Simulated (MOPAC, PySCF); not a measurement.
BBr₃, SMILES `BrB(Br)Br`, neutral singlet in the gas phase. 

Cartesian coordinates (Å):
```xyz
4

Br     1.8648    -0.3994     0.0007
B      0.0000     0.0000     0.0000
Br    -0.5864     1.8147    -0.0011
Br    -1.2784    -1.4153     0.0003
```
Charge 0, spin multiplicity 1.

All levels are single points at this geometry (B3LYP-D3(BJ)/def2-TZVP); Pople sets use spherical d functions. Orbital energies aren't observables, and empty levels follow the basis.

```csv
level,HOMO (eV),LUMO (eV),gap (eV),dipole (D),"vertical IE, Delta-SCF (eV)"
PBE-D3(BJ)/def2-TZVP in PySCF,-7.03,-2.96,4.07,0.00,9.84
ωB97X-D3(BJ)/def2-TZVP in PySCF,-10.73,-0.04,10.69,0.00,10.86
B3LYP/6-31G* in PySCF,-7.99,-2.22,5.77,0.00,10.23
HF/6-31G* in PySCF,-11.28,1.46,12.75,0.00,10.73
HF/STO-3G in PySCF,-8.95,5.14,14.09,0.00,–
PM6 in MOPAC,-10.85,-2.66,8.19,0.00,–
```
